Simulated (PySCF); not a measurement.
# Worked example: oscillator strength and radiative lifetime

C3H6BFO, SMILES FCB1OCC1.

Coordinates come from a B3LYP-D3(BJ)/def2-SVP optimisation. This is a generated structure with no PubChem entry under its InChIKey; it may be hypothetical. The values are those of a single conformer.

TDA-PBE/def2-SVPD run with PySCF 2.14.0 puts the first singlet state with f over 0.02 at 6.71 eV (vertical), with the transition dipole (-0.361, -0.111, 0.000) in atomic units.

**Question.** Find the oscillator strength, the wavelength and the radiative lifetime that this transition would have in vacuum if emission retraced absorption.

**Answer.** 
|μ|² = 0.1426 au, so |μ| = 0.96 D. ΔE = 6.71/27.211 = 0.2466 hartree. f = (2/3) ΔE |μ|² = 0.023 (the program prints 0.023).
λ = 1239.84/6.71 = 185 nm; ν = 54120 cm⁻¹.
Einstein's coefficient A = 0.6670 ν² f s⁻¹ (ν in cm⁻¹) = 4.6e7 s⁻¹, so τ = 1/A = 22 ns. This state is S2; the lower singlet has f = 0.000. The figure is the radiative limit of this one transition; relaxation, internal conversion, crossing to triplets and a medium change what is measured.
